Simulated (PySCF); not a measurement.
GaH6N3, SMILES [Ga]([NH2])([NH2])[NH2]. Geometry optimised at PBE0-D3(BJ)/def2-SVP. The structure was generated by enumeration; whether it is a known compound was not checked. One conformer was computed; it need not be the lowest.

Computed equilibrium geometry at PBE0-D3(BJ)/def2-SVP (PySCF confirms it by a frequency run) as a Z-matrix, and its point group (one conformer of several):
point group Cs.
```
Ga
N 1 1.8207
H 2 1.0123 1 121.48
H 2 1.0124 3 110.49 1 151.32
N 1 1.8207 2 120.11 3 -18.77
H 5 1.0123 1 121.48 2 18.77
H 5 1.0124 6 110.49 1 -151.32
N 1 1.8233 2 119.92 3 163.69
H 8 1.0131 1 120.30 2 17.24
H 8 1.0131 9 109.97 1 -146.50
```
Charge 0, spin multiplicity 1.
